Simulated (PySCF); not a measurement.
Zn(Me) (CH3Zn), SMILES [CH3][Zn] (connectivity only; charge and spin as stated), neutral, multiplicity 2.

Coordinates come from a TPSSh-D3(BJ)/def2-TZVP optimisation. The multiplicity is an assumed one; other spin states were not compared. The isomer is the one that the SMILES or the coordinates give; other isomers of the formula were not compared.

Method: PySCF 2.14.0 with TDA-LC-ωPBE/def2-TZVPD.

Vertical excitations; the highest root listed may be one member of a degenerate set. 

| state | energy (eV) | λ (nm) | f | main pairs |
|---|---|---|---|---|
| root 1 | 3.15 | 394 | 0.072 | α HOMO→LUMO+1, α HOMO→LUMO+4 (degenerate set) |
| root 2 | 3.15 | 394 | 0.072 | α HOMO→LUMO, α HOMO→LUMO+3 (degenerate set) |
| root 3 | 4.56 | 272 | 0.035 | α HOMO→LUMO+2 8 %, α HOMO→LUMO+6 6 %, β HOMO→LUMO 73 % |
| root 4 | 5.22 | 237 | 0.367 | α HOMO→LUMO+2 76 %, β HOMO→LUMO 11 % |
| root 5 | 6.00 | 206 | 0.001 | α HOMO→LUMO+5 89 % |
| root 6 | 6.04 | 205 | 0.015 | α HOMO→LUMO+3, α HOMO→LUMO (degenerate set) |
| root 7 | 6.04 | 205 | 0.015 | α HOMO→LUMO+4, α HOMO→LUMO+1 (degenerate set) |
| root 8 | 6.30 | 197 | 0.005 | α HOMO−1→LUMO+1, α HOMO−1→LUMO+4, α HOMO→LUMO+4, β HOMO→LUMO+1, β HOMO→LUMO+5 (degenerate set) |
| root 9 | 6.30 | 197 | 0.005 | α HOMO−1→LUMO, α HOMO−1→LUMO+3, α HOMO→LUMO+3, β HOMO→LUMO+2, β HOMO→LUMO+4 (degenerate set) |
| root 10 | 7.22 | 172 | 0.104 | α HOMO→LUMO+6 74 % |
Unrestricted roots are not spin-pure.
